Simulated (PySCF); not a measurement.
Compound: C7H4FN.
Cartesian coordinates in Å at the PBE0-D3(BJ)/def2-SVP level; atoms count from 1:
```xyz
13
C7H4FN angstrom
N      3.5414    0.6597   -0.0841
C      2.3957    0.5010   -0.0122
C      0.9800    0.3300    0.0764
C      0.1164    1.4350    0.1424
C     -1.2578    1.2483    0.2271
C     -1.7840   -0.0446    0.2460
C     -0.9436   -1.1533    0.1816
C      0.4275   -0.9578    0.0977
F      1.2350   -2.0049    0.0374
H      0.5453    2.4381    0.1261
H     -1.9216    2.1130    0.2780
H     -2.8637   -0.1944    0.3121
H     -1.3306   -2.1733    0.1953
```

Computed with PySCF at PBE0/pcSseg-1 and CAM-B3LYP/def2-SVPD, non-relativistic, on one gas-phase PBE0-D3(BJ)/def2-SVP geometry that isn't relaxed in the solvent. The solvent is an IEF-PCM continuum (cavity from Bondi-type radii × 1.2). Specific hydrogen bonds and non-electrostatic terms are outside this model.

Gas phase at PBE0/pcSseg-1: HOMO -7.90 eV, LUMO -1.85 eV, dipole 5.30 D.

**Question.** What does the continuum do to the energy, the frontier levels and the dipole at PBE0/pcSseg-1 in cyclohexane and chloroform?

**Answer.** 
```
    solvent      ε  E(solvent) − E(gas) (kJ/mol)  polarisation term (kJ/mol)  distortion of the solute (kJ/mol)  HOMO (eV)  LUMO (eV)  dipole (D)
cyclohexane  2.017                        -11.37                      -12.44                               1.07      -7.81      -1.77        5.99
 chloroform  4.711                        -20.51                      -23.98                               3.47      -7.76      -1.73        6.54
```

The first energy column is the sum of the next two and covers electrostatics alone. From cyclohexane to chloroform the lowering changes by a factor 1.80, Onsager's factor (ε − 1)/(2ε + 1) by 1.76 and ε itself by 2.3.

**Question.** Which radius a makes the point-dipole formula ΔE = −[(ε − 1)/(2ε + 1)]·μ²/a³ give the value in chloroform, with the gas-phase dipole?

**Answer.** μ = 2.086 au and |ΔE| = 0.00781 Eh give a = 3.09 Å; the farthest nucleus lies 3.65 Å from the centroid of the nuclei, so such a sphere wouldn't even hold the nuclei. The formula assumes a rigid point dipole at the centre of a sphere.

**Question.** Give the dipole vector in the frame of the coordinates (D, pointing from negative to positive charge), gas and chloroform.

**Answer.** Gas (-5.27, 0.44, 0.34), solvent (-6.51, 0.54, 0.42). Its length changes by +23 % and its direction by less than 1°.

**Question.** Which Mulliken charges (PBE0/pcSseg-1) respond most in chloroform (means over atoms taken as equivalent)?

**Answer.** 
```tsv
atoms	environment	gas (e)	solvent (e)	change
N1	nitrile nitrogen	-0.234	-0.292	-0.058
C2	nitrile carbon	+0.181	+0.203	+0.022
H12	aromatic hydrogen	+0.116	+0.130	+0.014
H11	aromatic hydrogen	+0.112	+0.125	+0.013
H13	aromatic hydrogen	+0.125	+0.138	+0.013
C3	substituted aromatic carbon	-0.377	-0.389	-0.012
```

**Question.** Which Mayer bond orders change most in chloroform?

**Answer.** 
```
 bond  length (Å)    gas  solvent  change
C3–C4       1.404  1.363    1.353  -0.010
C8–F9       1.324  0.973    0.964  -0.009
N1–C2       1.159  3.021    3.030  +0.009
C2–C3       1.429  1.049    1.057  +0.008
C8–C3       1.401  1.281    1.274  -0.007
C5–C6       1.396  1.417    1.412  -0.005
C4–C5       1.389  1.457    1.460  +0.003
C7–C8       1.387  1.453    1.456  +0.003
```

Gas phase at CAM-B3LYP/def2-SVPD: HOMO -9.12 eV, LUMO -0.83 eV, dipole 5.48 D.

**Question.** What does the continuum do to the energy, the frontier levels and the dipole at CAM-B3LYP/def2-SVPD in cyclohexane and chloroform?

**Answer.** 
```json
{"solvent": "cyclohexane", "ε": "2.017", "E(solvent) − E(gas) (kJ/mol)": "-11.77", "polarisation term (kJ/mol)": "-12.94", "distortion of the solute (kJ/mol)": "1.17", "HOMO (eV)": "-9.02", "LUMO (eV)": "-0.73", "dipole (D)": "6.21"}
{"solvent": "chloroform", "ε": "4.711", "E(solvent) − E(gas) (kJ/mol)": "-21.26", "polarisation term (kJ/mol)": "-25.07", "distortion of the solute (kJ/mol)": "3.81", "HOMO (eV)": "-8.95", "LUMO (eV)": "-0.68", "dipole (D)": "6.80"}
```

**Question.** How does the static polarisability (CAM-B3LYP/def2-SVPD, frozen core, with the continuum's full static response) change?

**Answer.** 
```csv
medium,isotropic (au),principal values (au),⟨r²⟩ of the electrons (bohr²)
gas,84.6,"48.3, 86.3, 119.2",1077.9
cyclohexane,96.1,"53.3, 98.1, 137.0",1078.2
chloroform,106.8,"59.0, 109.1, 152.4",1078.4
```

The isotropic value in chloroform is 1.26 times the gas-phase one; no cavity-field correction is applied. ⟨r²⟩ is taken about the centre of nuclear charge.
